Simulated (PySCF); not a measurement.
Al2BH7Si, AlH2NOSi, AlBH5OSi, AlB2H4 (calculated)

All values are calculated (PySCF 2.14.0). Calculation on a computer-drawn molecule: the log of a Hartree-Fock and frozen-core CCSD(T) single point meant for a local Hartree-Fock minimum, with one planted fault or none, to be diagnosed. Offsets are logged minus clean, where the clean run is the same molecule without the fault. The reference is restricted for singlets and unrestricted otherwise, and also for a bond in bohr or an excited solution. Adding or removing an electron swaps singlet and doublet. The excited solution moves the top pair (singlet) or top alpha electron (doublet) to the lowest empty orbital. Highest occupied and lowest empty are orbital energies over both spins, largest force is the largest gradient component, triples share is (T) over the correlation energy, the T1 limit is 0.02 restricted and 0.045 unrestricted, electrons count all cores, a negative frequency is imaginary (commonest isotopes), and the dipole is about the centre of nuclear charge.

Common to all runs: meant multiplicity 1; meant basis cc-pV(D+d)Z; logged SCF converged yes; logged CC converged yes; logged SCF stable within its kind yes; possible faults no fault, one electron removed, one electron added, multiplicity raised by two, geometry at a saddle point, SCF held on an excited solution, minimal basis STO-3G, one bond length entered in bohr, all coordinates scaled.

(1) 
```xyz
11
formula=Al2BH7Si meant_charge=0 logged_electrons=52 logged_basis_functions=118 logged_spin_squared=0 logged_highest_occupied=-9.4513 logged_lowest_empty=0.56956 logged_largest_force=2.102e-05 logged_lowest_frequency=78.702 logged_T1_diagnostic=0.015134 logged_D1_diagnostic=0.040812 logged_triples_share=0.02667 logged_dipole_magnitude=0.11699 logged_energy_HF=-801.46324 logged_energy_CCSD(T)=-801.85934 planted_fault=no_fault HF_energy_offset_from_clean_run=0 CCSD(T)_energy_offset_from_clean_run=0
Al     0.4388     1.4400    -1.0970
B     -0.9336    -0.0570    -0.4656
Al    -2.7399    -0.5140    -1.4907
Si    -0.4483    -1.1735     1.1690
H      0.2657     2.9345    -0.5948
H      1.6311     1.0887    -2.0816
H     -4.0730     0.2664    -1.1308
H     -2.7733    -1.6178    -2.6286
H     -1.6136    -1.7224     1.9103
H      0.3308    -2.3190     0.6233
H      0.4030    -0.4713     2.1645
```

Units: logged_highest_occupied, logged_lowest_empty in eV; logged_largest_force in hartree/bohr; logged_lowest_frequency in cm⁻¹; logged_dipole_magnitude in debye; logged_energy_HF, logged_energy_CCSD(T) in hartree; HF_energy_offset_from_clean_run, CCSD(T)_energy_offset_from_clean_run in kcal/mol.

Drawn bonds:
```
atom  other atom  order
   1           2      1
   2           3      1
   2           4      1
   1           5      1
   1           6      1
   3           7      1
   3           8      1
   4           9      1
   4          10      1
   4          11      1
```

(2) 
```xyz
6
formula=AlH2NOSi meant_charge=0 logged_electrons=44 logged_basis_functions=84 logged_spin_squared=0.8645 logged_highest_occupied=-7.5308 logged_lowest_empty=0.53888 logged_largest_force=0.0067683 logged_T1_diagnostic=0.046712 logged_D1_diagnostic=0.21465 logged_triples_share=0.03613 logged_dipole_magnitude=2.3662 logged_energy_HF=-661.24104 logged_energy_CCSD(T)=-661.75851 planted_fault=one_bond_length_entered_in_bohr,row_5_of_the_drawn_bonds HF_energy_offset_from_clean_run=52.77 CCSD(T)_energy_offset_from_clean_run=60.9
N     -1.1512     1.2704     0.9212
Al     0.3990     1.5168     0.7039
O      2.0264     1.7597     0.4680
Si     3.6516     1.9203     0.1868
H     -2.1197     1.1228     1.0574
H      4.0482     4.4450     1.5247
```

Units: logged_highest_occupied, logged_lowest_empty in eV; logged_largest_force in hartree/bohr; logged_dipole_magnitude in debye; logged_energy_HF, logged_energy_CCSD(T) in hartree; HF_energy_offset_from_clean_run, CCSD(T)_energy_offset_from_clean_run in kcal/mol.

Drawn bonds:
```
atom  other atom  order
   1           2      2
   2           3      1
   3           4      1
   1           5      1
   4           6      1
```

Notes: T1 above single-reference limit.

(3) 
```xyz
9
formula=AlBH5OSi meant_charge=1 logged_electrons=43 logged_basis_functions=99 logged_spin_squared=0.7912 logged_highest_occupied=-20.081 logged_lowest_empty=-12.635 logged_largest_force=0.061534 logged_T1_diagnostic=0.057071 logged_D1_diagnostic=0.32458 logged_triples_share=0.029823 logged_dipole_magnitude=5.5485 logged_energy_HF=-632.58174 logged_energy_CCSD(T)=-633.03015 planted_fault=one_electron_removed HF_energy_offset_from_clean_run=331.8 CCSD(T)_energy_offset_from_clean_run=340.1
Al    -1.6187     1.3503    -1.9271
O     -0.7076     0.0326    -1.1531
B     -0.8600    -1.0017    -0.3696
Si     0.9815    -1.9752    -0.0423
H     -3.1488     1.3291    -1.6331
H     -0.7072     2.2910    -2.7653
H     -1.8506    -1.4253     0.1436
H      1.9368    -1.6052     1.0135
H      1.5260    -3.0327    -0.9080
```

Units: logged_highest_occupied, logged_lowest_empty in eV; logged_largest_force in hartree/bohr; logged_dipole_magnitude in debye; logged_energy_HF, logged_energy_CCSD(T) in hartree; HF_energy_offset_from_clean_run, CCSD(T)_energy_offset_from_clean_run in kcal/mol.

Drawn bonds:
```
atom  other atom  order
   1           2      1
   2           3      1
   3           4      1
   1           5      1
   1           6      1
   3           7      1
   4           8      1
   4           9      1
```

Notes: T1 above single-reference limit.

(4) 
```xyz
7
formula=AlB2H4 meant_charge=1 logged_electrons=26 logged_basis_functions=71 logged_spin_squared=0.7195 logged_highest_occupied=-14.287 logged_lowest_empty=-5.3212 logged_largest_force=0.021163 logged_T1_diagnostic=0.075747 logged_D1_diagnostic=0.27014 logged_triples_share=0.034579 logged_dipole_magnitude=0.52665 logged_energy_HF=-293.16564 logged_energy_CCSD(T)=-293.41169 planted_fault=one_bond_length_entered_in_bohr,row_3_of_the_drawn_bonds HF_energy_offset_from_clean_run=75.47 CCSD(T)_energy_offset_from_clean_run=76.22
B      1.0503     0.9594    -2.2510
Al     0.0486    -0.3281    -0.8192
B     -0.9529    -1.6154     0.6130
H      0.5123     3.1444    -2.3118
H      1.8664     0.4860    -2.9783
H     -0.4332    -1.8199     1.6652
H     -2.0041    -2.0936     0.3206
```

Units: logged_highest_occupied, logged_lowest_empty in eV; logged_largest_force in hartree/bohr; logged_dipole_magnitude in debye; logged_energy_HF, logged_energy_CCSD(T) in hartree; HF_energy_offset_from_clean_run, CCSD(T)_energy_offset_from_clean_run in kcal/mol.

Drawn bonds:
```
atom  other atom  order
   1           2      1
   2           3      1
   1           4      1
   1           5      1
   3           6      1
   3           7      1
```

Notes: T1 above single-reference limit.
